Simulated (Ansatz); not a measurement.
Cartesian coordinates in Å:
```
F -1.731 -0.577 -1.231
Si -0.915 -0.431 0.150
Ga 1.252 0.588 -0.188
H -1.760 0.374 1.076
H -0.792 -1.797 0.733
H 1.763 1.038 -1.602
H 2.183 0.806 1.061
```

Charge 0, multiplicity 1.

Q: List the PBE/def2-TZVPP orbital energies in eV (the Gaussian-basis code of Ansatz). (An estimate is asked.)

A: Ansatz gave: Occupied: -10093.94, -1780.47, -1233.89, -1093.61, -1093.49, -1093.48, -659.71, -143.60, -138.12, -98.27, -97.92, -97.90, -94.91, -94.82, -94.82, -29.37, -20.26, -20.12, -20.10, -19.97, -19.92, -13.61, -11.34, -10.70, -10.49, -9.99, -8.18, -7.54, -6.56. Lowest empty: -3.10, -1.28, -0.27, 0.90, 0.98, 1.17, 2.37, 3.13.
